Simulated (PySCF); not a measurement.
Bonds: Al1-O2 1.949 Å, Al1-F5 1.667 Å, Al1-F6 1.657 Å, Al1-F7 1.668 Å. O2 carries H3, H4.

Level of theory: NMR shieldings at B3LYP/pcSseg-1 (pcSseg-2 on Al)/GIAO, PBE0-D3(BJ)/def2-SVP structure, in PySCF (no solvent model, no relativistic terms, single conformer, fast rotation and ring inversion assumed for equivalent nuclei).

Chemical shifts δ = σref − σ; ¹H (σref 31.38) against TMS; ²⁷Al (σref 571.15) against [Al(H2O)6]3+; H2O for ¹⁷O (σref 334.04); CFCl3 for ¹⁹F (σref 171.94), all at this level.

```tsv
atoms	nucleus	count	δ (ppm)
H3/H4	¹H	2	?
Al1	²⁷Al	1	?
O2	¹⁷O	1	35.9
F5/F6/F7	¹⁹F	3	-202.7
```

Problem. Estimate the values marked ?.

Solution. 
- H3/H4: 3.45 ppm, hydrogen on an oxygen bonded to Al
- Al1: 62.6 ppm, aluminium bonded to 3 F, O

The OH or NH signal is concentration- and solvent-dependent in practice; the value given is the gas-phase one. Unscaled 19F shifts against computed CFCl3 carry errors that often reach 10 to 50 ppm. Experimental scales use liquid or dissolved standards, which lie at an offset from isolated H2O (liquid H2O: subtract about 36 ppm).
